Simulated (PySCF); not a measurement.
# Se+: ionisation energy

Se+ [Ar] 3d10 4s2 4p3 (4S) → Se(2+) [Ar] 3d10 4s2 4p2 (3P), as a difference of total energies. Computed with PySCF 2.14 in pcseg-2 (6s5p3d1f, 43 functions), with the non-relativistic Hamiltonian (point nucleus). Correlated levels: valence: [Ar] 3d10 frozen. The calculations carry no spin-orbit coupling.

```
           method  ionisation energy (eV)
              UHF                  20.851
            B3LYP                  21.306
           r2SCAN                  21.603
    MP2 (valence)                  21.352
SCS-MP2 (valence)                  21.203
   CCSD (valence)                  21.315
CCSD(T) (valence)                  21.343
```

How much does correlation contribute at CCSD(T) (valence)?

21.343 − (20.851) = 0.492 eV, measured against UHF.

These non-relativistic numbers lack the scalar-relativistic shift.

The reference lies between the lowest fine-structure levels, while these numbers refer to the centres of the terms.

Errors of the correlated levels include the incompleteness of this basis and the frozen core.

For comparison: 21.196 ± 0.01 eV (measured; NIST Atomic Spectra Database, ionization energies).
